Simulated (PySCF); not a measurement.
# Multinuclear NMR of C6H12F3N

Molfile (atoms numbered from 1):
```
C6H12F3N
     RDKit          3D

 22 21  0  0  0  0  0  0  0  0999 V2000
   -1.1341   -1.1615   -0.8666 C   0  0  0  0  0  0  0  0  0  0  0  0
   -0.8878    0.0698    0.0058 C   0  0  0  0  0  0  0  0  0  0  0  0
   -1.8787    0.0669    1.1673 C   0  0  0  0  0  0  0  0  0  0  0  0
   -1.0691    1.3474   -0.8241 C   0  0  0  0  0  0  0  0  0  0  0  0
    0.4431   -0.0245    0.6092 N   0  0  0  0  0  0  0  0  0  0  0  0
    1.5878    0.0681   -0.2477 C   0  0  0  0  0  0  0  0  0  0  0  0
    2.8119   -0.4600    0.4620 C   0  0  0  0  0  0  0  0  0  0  0  0
    3.0276    0.2077    1.6048 F   0  0  0  0  0  0  0  0  0  0  0  0
    2.7086   -1.7513    0.7650 F   0  0  0  0  0  0  0  0  0  0  0  0
    3.9008   -0.3074   -0.3001 F   0  0  0  0  0  0  0  0  0  0  0  0
   -0.9570   -2.0780   -0.2853 H   0  0  0  0  0  0  0  0  0  0  0  0
   -0.4756   -1.1819   -1.7488 H   0  0  0  0  0  0  0  0  0  0  0  0
   -2.1698   -1.1694   -1.2376 H   0  0  0  0  0  0  0  0  0  0  0  0
   -2.9154    0.1027    0.8022 H   0  0  0  0  0  0  0  0  0  0  0  0
   -1.7222    0.9431    1.8181 H   0  0  0  0  0  0  0  0  0  0  0  0
   -1.7485   -0.8395    1.7766 H   0  0  0  0  0  0  0  0  0  0  0  0
   -2.0910    1.4183   -1.2274 H   0  0  0  0  0  0  0  0  0  0  0  0
   -0.3754    1.3763   -1.6790 H   0  0  0  0  0  0  0  0  0  0  0  0
   -0.8863    2.2425   -0.2077 H   0  0  0  0  0  0  0  0  0  0  0  0
    0.5271    0.6374    1.3766 H   0  0  0  0  0  0  0  0  0  0  0  0
    1.4500   -0.5611   -1.1387 H   0  0  0  0  0  0  0  0  0  0  0  0
    1.8470    1.0853   -0.6081 H   0  0  0  0  0  0  0  0  0  0  0  0
  1  2  1  0
  2  3  1  0
  2  4  1  0
  2  5  1  0
  5  6  1  0
  6  7  1  0
  7  8  1  0
  7  9  1  0
  7 10  1  0
  1 11  1  0
  1 12  1  0
  1 13  1  0
  3 14  1  0
  3 15  1  0
  3 16  1  0
  4 17  1  0
  4 18  1  0
  4 19  1  0
  5 20  1  0
  6 21  1  0
  6 22  1  0
M  END
```

[PySCF 2.14.0 with density-fitted response routines: PBE0-D3(BJ)/def2-SVP geometry; shieldings: GIAO PBE0/pcSseg-1; gas phase; averaged over atoms made equivalent by symmetry, fast rotation or ring inversion; one computed conformer; no relativistic terms]

**Question.** What are the ¹⁹F shifts?

**Answer.** 
```json
{"atoms": "F8/F9/F10", "environment": "fluorine of a CF3 group", "σ (ppm)": "265.4", "δ (ppm)": "-74.4"}
```

Shieldings were converted by a linear fit to measured shifts: ¹⁹F: δ = 160.63 − 0.942σ +14.9 on sp3 carbon (rms 6.9 ppm, 221 shifts, 7.7 ppm with the 5 outliers that the fit left out vs CFCl3, solution or neat liquid). Occasional misses reach two or three times the rms, and more in compound classes unlike the fitted ones.

On a 500 MHz spectrometer ¹⁹F resonates near 470.5 MHz, so 1 ppm is 470.5 Hz.

**Question.** Predict the ¹⁵N NMR data.

**Answer.** 
```json
{"atoms": "N5", "environment": "amine nitrogen", "σ (ppm)": "199.1", "δ (ppm)": "-332.7"}
```

Shieldings were converted by a linear fit to measured shifts: ¹⁵N: δ = -150.45 − 0.916σ (rms 7.2 ppm, 79 shifts vs CH3NO2, solution or neat liquid). A few per cent of atoms miss by over 2 rms, more outside the fitted compound classes.

On a 500 MHz spectrometer ¹⁵N resonates near 50.7 MHz, so 1 ppm is 50.7 Hz.
